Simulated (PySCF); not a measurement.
Isomers of C3H5ClOSi.

All values: PBE0/6-31G (PySCF) at PBE0-D3(BJ)/def2-SVP geometries, gas phase, one conformer each.

(1) Rank by HOMO energy, highest first.
A. `[O:1]=[CH:2][Si@@H:3]1[CH2:4][C@H:5]1[Cl:6]` with O1–C2–Si3–C4 25°
B. `[CH2:1]=[C:2]([CH:3]=[O:4])[SiH2:5][Cl:6]` with C1–C2–C3–O4 179°, C1–C2–Si5–Cl6 1°
C. `[OH:1][Si@H:2]1[CH2:3][CH:4]=[C:5]1[Cl:6]` with H–O1–Si2–C3 -51°
D. `CC1=C(Cl)O[SiH2]1`

(2) Rank by LUMO energy, highest first.
A. `CC1=C(Cl)O[SiH2]1`
B. `[O:1]=[CH:2][Si@@H:3]1[CH2:4][C@H:5]1[Cl:6]` with O1–C2–Si3–C4 25°
C. `[CH2:1]=[C:2]([CH:3]=[O:4])[SiH2:5][Cl:6]` with C1–C2–C3–O4 179°, C1–C2–Si5–Cl6 1°

(3) Rank by HOMO–LUMO gap, lowest first.
A. `[OH:1][Si@H:2]1[CH2:3][CH:4]=[C:5]1[Cl:6]` with H–O1–Si2–C3 -51°
B. `[SiH2]1OC(=C1C)Cl`
C. `[CH2:1]=[C:2]([CH:3]=[O:4])[SiH2:5][Cl:6]` with C1–C2–C3–O4 179°, C1–C2–Si5–Cl6 1°
D. `[O:1]=[CH:2][Si@@H:3]1[CH2:4][C@H:5]1[Cl:6]` with O1–C2–Si3–C4 25°

Results:

(1) D (-6.60 eV), A (-7.07 eV), C (-7.38 eV), B (-7.89 eV).

(2) A (-0.41 eV), B (-1.84 eV), C (-2.20 eV).

(3) D (5.23 eV), C (5.68 eV), B (6.19 eV), A (6.95 eV).

All values together:

```tsv
SMILES	μ (D)	HOMO (eV)	LUMO (eV)	lowest IAO charge (e)	highest IAO charge (e)	lowest Hirshfeld charge (e)	highest Hirshfeld charge (e)
CC1=C(Cl)O[SiH2]1	3.37	-6.60	-0.41	-0.554 (O)	+0.852 (Si)	-0.253 (O)	+0.415 (Si)
O[Si@H]1CC=C1Cl	2.63	-7.38	-0.42	-0.728 (O)	+0.999 (Si)	-0.322 (O)	+0.406 (Si)
O=C[Si@@H]1C[C@H]1Cl	2.29	-7.07	-1.84	-0.489 (C)	+0.610 (Si)	-0.200 (O)	+0.258 (Si)
C=C(C=O)[SiH2]Cl	2.74	-7.89	-2.20	-0.364 (O)	+0.644 (Si)	-0.212 (O)	+0.327 (Si)
```

Conformers: `[OH:1][Si@H:2]1[CH2:3][CH:4]=[C:5]1[Cl:6]` with H–O1–Si2–C3 -51°; `[O:1]=[CH:2][Si@@H:3]1[CH2:4][C@H:5]1[Cl:6]` with O1–C2–Si3–C4 25°; `[CH2:1]=[C:2]([CH:3]=[O:4])[SiH2:5][Cl:6]` with C1–C2–C3–O4 179°, C1–C2–Si5–Cl6 1°.
